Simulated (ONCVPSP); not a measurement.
**Which change was made? (Ta, ONCV)**

Ta (Z = 73), optimised norm-conserving Vanderbilt (ONCV), made with ONCVPSP 4.0.1 (PBEsol, scalar-relativistic). Core [Kr] 4d10 4f14, reference 5s2 5p6 5d3 6s2. Waves: 5s+6s: rc 2.05 bohr, ncon 5, nbas 8, qcut 5.3 1/bohr, 3 projectors, debl 3.5 Ha; 5p: rc 1.80 bohr, ncon 4, nbas 8, qcut 6.1 1/bohr, 2 projectors, debl 1.4 Ha; 5d: rc 2.50 bohr, ncon 4, nbas 9, qcut 5.4 1/bohr, 3 projectors, debl 3.9 Ha. Local part: polynomial inside 1.75 bohr (lpopt 2, dvloc0 -1 Ha). Core correction: Teter function, fcfact 5.75, rcfact 1.7.

In the p channel the program set the typed energies aside and used -1.449, 0.250 Ha.

Cutoffs, loose and tight: the cutoffs (Ha) at which the residual kinetic energy of the hardest occupied pseudo-wave falls to 1 and 0.1 mHa per electron. They do not see the model core or the augmentation charge, which bear on the density cutoff. Test errors are all-electron minus pseudo excitation energies from the reference, over the configurations 5s2 5p6 5d3 6s1; 5s2 5p6 5d3 6s0; 5s2 5p6 5d2 6s0; 5s2 5p6 5d3 6s1.5; variants that change the core or the reference have their own tests.

The base gives: outcome: generated, projector energies reset by the program; cutoff, loose: 12 Ha; cutoff, tight: 32 Ha; bound ghosts: none; GHOST(+) flags above zero: d; largest test error (meV): -86.

After one change the result is: outcome: generated, projector energies reset by the program; cutoff, loose: 22 Ha; cutoff, tight: 27 Ha; bound ghosts: none; GHOST(+) flags above zero: s; largest test error (meV): -74. Which change was it?
A. s: qcut 3.4; p: qcut 3.9; d: qcut 3.4
B. s: qcut 7; p: qcut 8; d: qcut 7.1
C. s: qcut 7.8; p: qcut 9; d: qcut 8

C. The others give: s: qcut 7; p: qcut 8; d: qcut 7.1 → outcome: generated, projector energies reset by the program; cutoff, loose: 19 Ha; cutoff, tight: 24 Ha; bound ghosts: none; GHOST(+) flags above zero: s; largest test error (meV): -76 | s: qcut 3.4; p: qcut 3.9; d: qcut 3.4 → outcome: generated, projector energies reset by the program; cutoff, loose: 43 Ha; cutoff, tight: 54 Ha; bound ghosts: none; GHOST(+) flags above zero: none; largest test error (meV): -61.
